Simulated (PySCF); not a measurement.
²⁹Si chemical shifts

PySCF calculation with GFN2-xTB geometry and PBE0/pcSseg-1 with gauge-including orbitals; a single conformation, no solvent model, one averaged value for each set of equivalent atoms, no relativistic terms.

Shieldings were converted by a linear fit to measured shifts: ²⁹Si (scatter 8.9 ppm rms, 25.8 ppm with the 6 outliers that the fit left out vs TMS, solution or neat liquid). A few per cent of atoms miss by over 2 rms, more outside the fitted compound classes.

Give the ²⁹Si shifts of `CCC(/C=N\C)=C/[SiH2]CF`, `CC[SiH2]C#C[SiH2]NC(C)=O`, `CC#CC[C@H](F)[SiH2]N(C)C`, `C=N/C=N/[SiH2]N(C)[SiH3]`, `CN(C)C(=O)[C@H]1C=C[SiH2][SiH2]1`, `CNC[Si@@H](C#N)[SiH2]N`, `N#CC[C@@H]1C[SiH2][SiH2]CCO1`.

## Answers


```json
{"compound": "CCC(/C=N\\C)=C/[SiH2]CF", "environment": "silicon bonded to 2 C, 2 H", "δ (ppm)": "-54.8"}
{"compound": "[CH3:1][CH2:2][SiH2:3][C:4]#[C:5][SiH2:6][NH:7][C:8]([CH3:9])=[O:10]", "environment": "Si3: silicon bonded to 2 C, 2 H", "δ (ppm)": "-59.5"}
{"compound": "[CH3:1][CH2:2][SiH2:3][C:4]#[C:5][SiH2:6][NH:7][C:8]([CH3:9])=[O:10]", "environment": "Si6: silicon bonded to C, N, 2 H", "δ (ppm)": "-66.9"}
{"compound": "CC#CC[C@H](F)[SiH2]N(C)C", "environment": "silicon bonded to C, N, 2 H", "δ (ppm)": "-31.6"}
{"compound": "[CH2:1]=[N:2]/[CH:3]=[N:4]/[SiH2:5][N:6]([CH3:7])[SiH3:8]", "environment": "Si5: silicon bonded to 2 N, 2 H", "δ (ppm)": "-33.9"}
{"compound": "[CH2:1]=[N:2]/[CH:3]=[N:4]/[SiH2:5][N:6]([CH3:7])[SiH3:8]", "environment": "Si8: silicon bonded to N, 3 H", "δ (ppm)": "-46.0"}
{"compound": "[CH3:1][N:2]([CH3:3])[C:4](=[O:5])[C@H:6]1[CH:7]=[CH:8][SiH2:9][SiH2:10]1", "environment": "Si10: silicon bonded to C, Si, 2 H, in a 5-membered ring", "δ (ppm)": "-54.2"}
{"compound": "[CH3:1][N:2]([CH3:3])[C:4](=[O:5])[C@H:6]1[CH:7]=[CH:8][SiH2:9][SiH2:10]1", "environment": "Si9: silicon bonded to C, Si, 2 H, in a 5-membered ring", "δ (ppm)": "-60.8"}
{"compound": "[CH3:1][NH:2][CH2:3][Si@@H:4]([C:5]#[N:6])[SiH2:7][NH2:8]", "environment": "Si7: silicon bonded to N, Si, 2 H", "δ (ppm)": "-52.3"}
{"compound": "[CH3:1][NH:2][CH2:3][Si@@H:4]([C:5]#[N:6])[SiH2:7][NH2:8]", "environment": "Si4: silicon bonded to 2 C, Si, H", "δ (ppm)": "-59.7"}
{"compound": "[N:1]#[C:2][CH2:3][C@@H:4]1[CH2:5][SiH2:6][SiH2:7][CH2:8][CH2:9][O:10]1", "environment": "Si6: silicon bonded to C, Si, 2 H, in a 7-membered ring", "δ (ppm)": "-70.2"}
{"compound": "[N:1]#[C:2][CH2:3][C@@H:4]1[CH2:5][SiH2:6][SiH2:7][CH2:8][CH2:9][O:10]1", "environment": "Si7: silicon bonded to C, Si, 2 H, in a 7-membered ring", "δ (ppm)": "-71.6"}
```
